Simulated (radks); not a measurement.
The numbers below are computed, except where a source is named.
Effect of the nuclear size on the vanadium ion V8+, [Ne] 3s2 3p3. Level of theory: Dirac Kohn-Sham, PBE, spin-unpolarised, spherical densities, finite nucleus; open shells fill j = l - 1/2 first; Fermi nuclear charge, rms radius 3.6002 fm (a radial shooting solver on a logarithmic mesh with Libxc functionals). The rms radius is varied about that value; shifts are against it.

[
 {"rms radius (fm)": "3.053", "total energy shift (eV)": "-0.0168", "density at nucleus (e/bohr^3)": "9975", "1s1/2 shift (meV)": "-7.09", "2s1/2 shift (meV)": "-0.603", "2p1/2 shift (meV)": "0.083", "3s1/2 shift (meV)": "-0.102"},
 {"rms radius (fm)": "3.3806", "total energy shift (eV)": "-0.00707", "density at nucleus (e/bohr^3)": "9941", "1s1/2 shift (meV)": "-2.98", "2s1/2 shift (meV)": "-0.254", "2p1/2 shift (meV)": "0.035", "3s1/2 shift (meV)": "-0.043"},
 {"rms radius (fm)": "3.6002", "total energy shift (eV)": "0", "density at nucleus (e/bohr^3)": "9920", "1s1/2 shift (meV)": "0.000", "2s1/2 shift (meV)": "0.000", "2p1/2 shift (meV)": "0.000", "3s1/2 shift (meV)": "0.000"},
 {"rms radius (fm)": "3.8378", "total energy shift (eV)": "0.00814", "density at nucleus (e/bohr^3)": "9899", "1s1/2 shift (meV)": "3.43", "2s1/2 shift (meV)": "0.292", "2p1/2 shift (meV)": "-0.040", "3s1/2 shift (meV)": "0.049"},
 {"rms radius (fm)": "4.2482", "total energy shift (eV)": "0.0234", "density at nucleus (e/bohr^3)": "9865", "1s1/2 shift (meV)": "9.85", "2s1/2 shift (meV)": "0.838", "2p1/2 shift (meV)": "-0.116", "3s1/2 shift (meV)": "0.142"}
]

Slopes of the eigenvalues against <r^2> in GHz/fm^2, as finite differences over the two radii next to the reference (eigenvalue slopes, not the field-shift constants of lines): 1s1/2 469, 2s1/2 40.0, 2p1/2 -5.53, 3s1/2 6.77.
